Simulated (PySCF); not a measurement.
## How the method moves the HOMO and LUMO of `[SiH3]/N=C1/C=CC1`

Compound: C4H7NSi.
Z-matrix (Å and degrees, PBE0-D3(BJ)/def2-SVP geometry), rows numbered from 1:
```
Si
N   1  1.7441
C   2  1.2599  1  127.16
C   3  1.4774  2  134.09  1  -179.74
C   4  1.3510  3   92.13  2   179.58
C   5  1.5159  4   95.65  3     0.12
H   1  1.4922  2  108.37  3   120.96
H   1  1.5030  2  114.11  3    -0.13
H   1  1.4921  2  108.35  3  -121.17
H   4  1.0915  3  133.29  2    -0.42
H   5  1.0923  4  132.91  3  -179.80
H   6  1.1031  3  115.14  2    64.48
H   6  1.1030  3  115.23  2   -63.46
```

Basis pcSseg-1 throughout (PySCF), one geometry. Isolated species at its PBE0-D3(BJ)/def2-SVP geometry, gas phase.

**Question.** How do the orbital energies, the gap and the dipole change with the method?

**Answer.** 
| method | kind | HOMO (eV) | LUMO (eV) | gap (eV) | μ (D) | SCF cycles |
| --- | --- | --- | --- | --- | --- | --- |
| BLYP | GGA | -5.46 | -2.19 | 3.28 | 2.32 | 16 |
| OPBE | GGA | -5.59 | -2.29 | 3.30 | 2.35 | 16 |
| B97-D | GGA | -5.60 | -2.25 | 3.35 | 2.37 | 16 |
| PBE | GGA | -5.61 | -2.37 | 3.24 | 2.31 | 15 |
| BP86 | GGA | -5.72 | -2.46 | 3.26 | 2.34 | 15 |
| KT3 | GGA | -5.73 | -2.28 | 3.45 | 2.31 | 16 |
| LDA | LDA | -5.74 | -2.60 | 3.14 | 2.29 | 15 |
| KT2 | GGA | -5.75 | -2.31 | 3.43 | 2.29 | 17 |
| B97-2 | global hybrid | -6.70 | -1.43 | 5.27 | 2.48 | 13 |
| B3LYP | global hybrid | -6.71 | -1.56 | 5.15 | 2.45 | 14 |
| PBE0 | global hybrid | -6.96 | -1.38 | 5.58 | 2.48 | 13 |
| mPW1PW91 | global hybrid | -6.99 | -1.39 | 5.60 | 2.49 | 13 |
| BHandHLYP | global hybrid | -8.21 | -0.21 | 8.01 | 2.63 | 13 |
| CAM-B3LYP | range-separated hybrid | -8.30 | -0.18 | 8.11 | 2.51 | 13 |
| wB97X-D | range-separated hybrid | -8.83 | 0.41 | 9.24 | 2.54 | 13 |
| LC-wPBE | range-separated hybrid | -9.65 | 0.90 | 10.55 | 2.55 | 14 |
| HF | Hartree–Fock | -9.95 | 2.58 | 12.54 | 2.97 | 11 |

The HOMO spans 4.49 eV, from BLYP down to HF, and the gap runs from 3.14 eV (LDA) to 12.54 eV (HF). Over the methods BLYP (0 %), OPBE (0 %), B97-D (0 %), PBE (0 %), BP86 (0 %), KT3 (0 %), LDA (0 %), KT2 (0 %), B97-2 (21 %), B3LYP (20 %), PBE0 (25 %), mPW1PW91 (25 %), BHandHLYP (50 %), HF (100 %), a straight line through the gap against the share of exact exchange rises by 0.93 eV for each 10 % (correlation coefficient 1.000). The dipole ranges from 2.29 D (KT2) to 2.97 D (HF). This basis has no diffuse functions.
